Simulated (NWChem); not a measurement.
SiIF$_{3}$; SMILES F[Si](F)(F)I

Computed with NWChem. Pople sets run with spherical d functions. Structure relaxed at the PBE0/def2-SVP (def2 core potentials past Kr) level. Total energies compare along this basis series because the functional is fixed.

| level | basis functions | energy (Ha) | highest occupied level (eV) | orbital gap (eV) | dipole (D) |
|---|---|---|---|---|---|
| PBE/STO-3G, non-relativistic | 51 | -7433.1750 | -3.94 | 6.54 | 1.99 |
| PBE/3-21G, non-relativistic | 71 | -7474.9952 | -7.37 | 5.52 | 0.59 |
| PBE/6-311G**, non-relativistic | 142 | -7507.8270 | -7.53 | 5.62 | 1.29 |
